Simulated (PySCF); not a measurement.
Cl4H2Si2, SMILES Cl[SiH2][Si](Cl)(Cl)Cl. Atoms are numbered in the order given.

```xyz
8

Si     1.1887     1.3819     0.0000
Cl    -0.1930     2.9265     0.0000
Si     0.0023    -0.6259     0.0000
Cl    -1.1869    -0.7646     1.6745
Cl    -1.1869    -0.7646    -1.6745
Cl     1.3468    -2.1924     0.0000
H      2.0336     1.4660     1.2233
H      2.0336     1.4660    -1.2233
```
Charge 0, spin multiplicity 1.

Coordinates come from a r2SCAN-D4/def2-SVP optimisation. The values are those of a single conformer.

Two levels are set side by side: PBE/pcSseg-1 (PySCF) and HF/pcSseg-1 (PySCF). GIAO shifts against HCl (³⁵Cl), TMS (²⁹Si), TMS (¹H) at the same level; non-relativistic, no solvent, atoms listed together averaged. Without spin–orbit terms, shifts of atoms bonded to Cl or Br come out too high at both levels. Differences are taken from unrounded values.

| quantity | HF | PBE | PBE minus HF |
|---|---|---|---|
| δ(²⁹Si) of Si1 (ppm) | -27.3 | -25.4 | 1.9 |
| δ(³⁵Cl) of Cl2 (ppm) | -118.7 | -78.7 | 39.9 |
| δ(²⁹Si) of Si3 (ppm) | 28.1 | 39.6 | 11.4 |
| δ(³⁵Cl) of Cl4, Cl5, Cl6 (ppm) | 77.5 | 190.3 | 112.7 |
| δ(¹H) of H7, H8 (ppm) | 4.97 | 5.52 | 0.55 |

Rough cost on one machine, each run with all the roots and properties that it gave: HF against PBE within a factor of 2.
